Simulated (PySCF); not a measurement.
Working out the excitation energy of N

N [He] 2s2 2p3 (4S) → N [He] 2s1 2p4 (4P). Calculation: PySCF 2.14, in dyall-av2z; the non-relativistic Hamiltonian (point nucleus). Frozen: 1s2; the 8 highest virtual orbitals dropped. Energies in hartree (1 hartree = 27.21139 eV):

```
            part   N (lower)   N (upper)
             UHF  -54.402709  -54.002041
CCSD correlation   -0.101535   -0.102993
             (T)   -0.001611   -0.004097
```

**Question.** What does Hartree-Fock give?

**Answer.** (-54.002041) − (-54.402709) = 0.400668 hartree = 10.903 eV.

**Question.** What do CCSD and CCSD(T) give?

**Answer.** The CCSD correlation energies differ by -0.001458 hartree = -0.040 eV and the triples by -0.002486 hartree = -0.068 eV, so CCSD gives 10.863 eV and CCSD(T) 10.795 eV.

Measured between the centres of the two terms (NIST): 10.927 eV, so CCSD(T) (valence) is off by -0.132 eV.

A double-zeta basis recovers only part of the correlation energy.

The coupled-cluster amplitudes are large, so a single reference is strained.

What remains against the reference includes basis incompleteness, the frozen core and higher excitations.
